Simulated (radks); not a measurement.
The numbers below are computed, except where a source is named.
Task: Code: a radial shooting solver on a logarithmic mesh with Libxc functionals. Model: non-relativistic Kohn-Sham, LDA (Slater exchange, VWN5 correlation), spin-unpolarised, spherical densities, point nucleus. Response by self-consistent Sternheimer equations with the Hartree and adiabatic LDA kernel. For heavy and open-shell atoms this level of theory can miss by tens of per cent. Rank C+, As+, Mg, Fe+, Xe+, Sc3+, Sr, Br (NIST ground configurations) by static dipole polarisability, largest first.

Result: Sr 188.5, Mg 71.38, Fe+ 25.06, Br 22.22, Xe+ 18.58, As+ 17.16, C+ 6.035, Sc3+ 2.170 bohr^3.
